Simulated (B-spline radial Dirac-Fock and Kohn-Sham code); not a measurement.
## Dipole and non-dipole photoemission parameters of Yb⁺ 3p3/2

System: Yb⁺ in the configuration [Xe] 4f14 6s1; threshold 1941.9 eV (orbital energy of the model). Model: Dirac-Hartree-Slater photoionisation with a Latter tail; cross sections with all multipoles, angular parameters from the dipole term and its interference with E2. Program: an atomic code on a B-spline grid.

The run's input, task.json:

```json
{"items": [{
  "Z": 70,
  "q": 1,
  "cfg": [[1, 0, 2], [2, 0, 2], [2, 1, 6], [3, 0, 2], [3, 1, 6], [3, 2, 10], [4, 0, 2], [4, 1, 6], [4, 2, 10], [4, 3, 14], [5, 0, 2], [5, 1, 6], [6, 0, 1]],
  "A": 174,
  "rrms": 5.3108,
  "do": "xps",
  "hv": [68.8, 80, 80.6, 96.0, 144.0, 153.0, 175.0, 196.0, 304.0, 378.0, 391.0, 800, 965.0, 1253.6, 1320.0, 1460.0, 1486.9, 1840.0, 1860.0, 2000, 2080.0, 2810.0, 5960.0, 6000, 6040.0, 6600.0, 7630.0, 8047.8, 11800.0, 15000]
}]}
```

Command: `python xray2_run.py task.json out`

For linearly polarised light dσ/dΩ = σ/(4π) [1 + β P₂(cos θ) + (δ + γ cos²θ) sin θ cos φ], with θ from the polarisation vector and φ the angle between the beam and the projection of the electron momentum on the plane normal to the polarisation.

| hν (eV) | σ (kb) | β | γ | δ |
| --- | --- | --- | --- | --- |
| 2000 | 150 | 0.324 | -0.151 | 0.211 |
| 2080 | 142 | 0.675 | 0.177 | 0.188 |
| 2810 | ? | ? | ? | ? |
| 5960 | 20.1 | 1.678 | 0.143 | 0.016 |
| 6000 | 19.8 | 1.678 | 0.149 | 0.016 |
| 6040 | 19.6 | 1.679 | 0.155 | 0.016 |
| 6600 | 16.0 | 1.679 | 0.244 | 0.018 |
| 7630 | 11.5 | 1.672 | 0.416 | 0.022 |
| 8047.8 | 10.1 | 1.668 | 0.487 | 0.023 |
| 11800 | 3.91 | 1.607 | 1.071 | 0.039 |
| 15000 | 2.09 | 1.549 | 1.479 | 0.055 |

Q: Give the values at 2810 eV.

A: σ = 88.7 kb, β = 1.419, γ = 0.166, δ = 0.023.

Values without a named source are computed, but for edge energies of neutral atoms, which are taken from tables.
